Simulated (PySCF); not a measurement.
How methods differ on the excitation energy of Co

Co [Ar] 3d7 4s2 (4F) → Co [Ar] 3d8 4s1 (4F), as a difference of total energies. Calculation: PySCF 2.14, in cc-pVQZ-DK; scalar relativity by spin-free X2C-1e. Correlated levels: valence: [Ar] frozen. The calculations carry no spin-orbit coupling.

```csv
method,excitation energy (eV)
UHF,1.947
MP2 (valence),0.106
SCS-MP2 (valence),0.308
CCSD (valence),0.844
CCSD(T) (valence),0.700
```

Errors of the correlated levels include the incompleteness of this basis and the frozen core.

Which method comes closest to the reference value, and which is furthest?

The reference is 0.417 eV (measured; NIST levels, between the centres of gravity of the two terms). Closest: SCS-MP2 (valence) (error -0.109 eV); furthest: UHF (error 1.530 eV).
